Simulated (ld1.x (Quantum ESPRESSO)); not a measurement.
**Before and after: TM potential for lead (Pb)**

ld1.x (Quantum ESPRESSO) 7.5 input, shortened:

```
&input
   title='Pb', zed=82., rel=0, dft='PBE', iswitch=3,
   config='[Xe] 4f14 5d10 6s1.5 6p2.5'
 /
 &inputp
   pseudotype=2, tm=.true., lloc=0,
   nlcc=.false.
 /
2
6P  2  1   2.50   0.00  2.65  2.65  0.0
6S  1  0   1.50   0.00  1.85  1.85  0.0
 &test
   configts(1)='6s1.5 6p2.5'
 /
```

Change: all radii scaled by about 1.23 (s 2.28, p 3.26 bohr).

Cutoffs: the cutoffs (Ry, on a coarse ladder) from which the occupation-weighted sum of valence levels, in a spherical-Bessel basis at the reference potential, stays within 10 and 1 mRy of its value at 400 Ry; they do not see the model core or the augmentation charge, which bear on the density cutoff. Errors are all-electron minus pseudo energies relative to the spin-unpolarised reference configuration.

Problem. Predict the effect on cutoff, ghosts and configuration errors.

Solution. The potential gets softer (21 Ry and 50 Ry → 15 Ry and 25 Ry); of the 7 tests that both files solve, the error grows in 2 and shrinks in 3 by more than 15 % and 0.3 meV (median size 5.0 → 4.8 meV); neither file shows a bound ghost. A larger radius leaves more room for a smooth pseudo-wave, so fewer plane waves are needed.

```tsv
quantity	base	changed
cutoff, loose	21 Ry	15 Ry
cutoff, tight	50 Ry	25 Ry
loose cutoff by channel (10 mRy a level)	p 6 Ry, s 18 Ry	p 6 Ry, s 8 Ry
bound ghosts	none	none
error for 6s2 6p2, meV [ΔE -2.91 eV]	+3.0	+3.7
error for 6s2 6p1, meV [ΔE 3.80 eV]	+7.9	+4.8
error for 6s2 6p0, meV [ΔE 17.19 eV]	+39	+13
error for 6s1 6p3, meV [ΔE 2.96 eV]	+3.7	+3.9
error for 6s1 6p0, meV [ΔE 45.65 eV]	+165	+112
error for 6s2 6p2.3, meV [ΔE -3.77 eV]	+1.9	+2.9
error for 6s2 6p1.5, meV [ΔE -0.34 eV]	+5.0	+4.8
```
